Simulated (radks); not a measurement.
Problem. Species: the copper ion Cu3+. Configuration: [Ar] 3d8 (the NIST ground configuration). Method: scalar-relativistic Kohn-Sham, SCAN, spin-polarised, spherical densities, finite nucleus; open shells are filled with parallel spins first; meta-GGA in the generalised Kohn-Sham scheme; Fermi nuclear charge, rms radius 3.8823 fm; computed with a radial shooting solver on a logarithmic mesh with Libxc functionals. Some entries of the table are withheld. Estimate them.

| orbital | occ. | eigenvalue (hartree) | r(max) (bohr) | <1/r> (bohr^-1) |
|---|---|---|---|---|
| 1s up | 1 | -328.0075 | 0.03412 | 29.15 |
| 1s down | 1 | -328.0073 | 0.03412 | 29.15 |
| 2s up | 1 | -41.22178 | 0.1964 | 6.342 |
| 2s down | 1 | -41.15558 | 0.1963 | 6.349 |
| 2p up | 3 | -35.73838 | 0.1584 | 6.208 |
| 2p down | 3 | -35.68906 | 0.1583 | 6.214 |
| 3s up | 1 | -6.11677 | 0.6115 | 2.017 |
| 3s down | 1 | -5.99902 | 0.6122 | 2.009 |
| 3p up | 3 | -4.47736 | 0.6171 | 1.871 |
| 3p down | 3 | -4.36024 | 0.6182 | 1.861 |
| 3d up | 5 | (1) | 0.5885 | 1.539 |
| 3d down | 3 | (2) | 0.5931 | 1.517 |

Solution. 
(1) 3d up eigenvalue (hartree): -1.85503
(2) 3d down eigenvalue (hartree): -1.74142
